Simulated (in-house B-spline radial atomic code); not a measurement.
Stripping lanthanum of all its electrons. The total binding energy is the sum of the 57 successive ionisation energies. Configuration: [Xe] (5d3/2)1 6s2. Method: Dirac-Hartree-Fock, average of the jj configuration, Fermi nucleus of rms radius 4.855 fm. Calculated with a B-spline radial code for spherical atoms.

Dirac-Coulomb total energy: -8493.6533 hartree. First-order corrections (hartree): Breit 6.881, self-energy 5.331, vacuum polarisation -0.7538, recoil 0.0222.

What total binding energy follows, and how does it compare with the sum of NIST's ionisation energies?

230812 eV from the corrected total, against 230825 ± 26 eV from NIST's table (measured, semi-empirical and theoretical entries, uncertainties added in quadrature). The difference, +13 eV, is within about twice the table's uncertainty, so it can't show the correlation energy.

What share of the binding belongs to the last two electrons?

40 % by NIST's values (91390.8 eV).
